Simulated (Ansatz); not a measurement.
Species: Cl3Ga, SMILES `[Cl][Ga]([Cl])[Cl]` (charge 0, multiplicity 1).

Q: Give a relaxed geometry from PBE0-D3(BJ)/def2-TZVP (Ansatz, a first-principles code).

A: the end point of this relaxation (outside a Z-matrix the atoms follow the SMILES, hydrogens last).
Cartesian coordinates (Å) in one orientation:
```xyz
4

Cl    -1.678    -1.282     0.016
Ga     0.000     0.000     0.000
Cl    -0.272     2.095     0.015
Cl     1.949    -0.812    -0.032
```
